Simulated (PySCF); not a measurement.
SeO2(OH)2 (singlet). Computed with PySCF, PBE, basis Se def2-SVP, O def2-SVP, H def2-SVP (no relativity, density fitting).

Harmonic bands of its minimum:

| ω (cm⁻¹) | IR (km/mol) |
| --- | --- |
| 157 | 81.1 |
| 237 | 1.5 |
| 263 | 39.2 |
| 312 | 5.3 |
| 316 | 56.4 |
| 333 | 69.3 |
| 340 | 44.1 |
| 626 | 63.3 |
| 642 | 145 |
| 932 | 46.7 |
| 996 | 79.1 |
| 1034 | 70.9 |
| 1087 | 103 |
| 3626 | 196 |
| 3632 | 29.7 |

Problem. The central atom is Se. Infer the point group and assign the bands.

Solution. C2. The modes span 8a + 7b: 157 a, 237 a, 263 b, 312 a, 316 b, 333 a, 340 b, 626 a, 642 b, 932 a, 996 b, 1034 a, 1087 b, 3626 b, 3632 a. The computed geometry has O–H 0.984 Å (×2), Se–O 1.614 Å (×2), Se–O 1.792 Å (×2); H–O–Se 104.8° (×2), O–Se–O 100.3°, O–Se–O 106.1° (×2), O–Se–O 107.0° (×2), O–Se–O 127.2°.

Other isomers or separated fragments may lie lower.
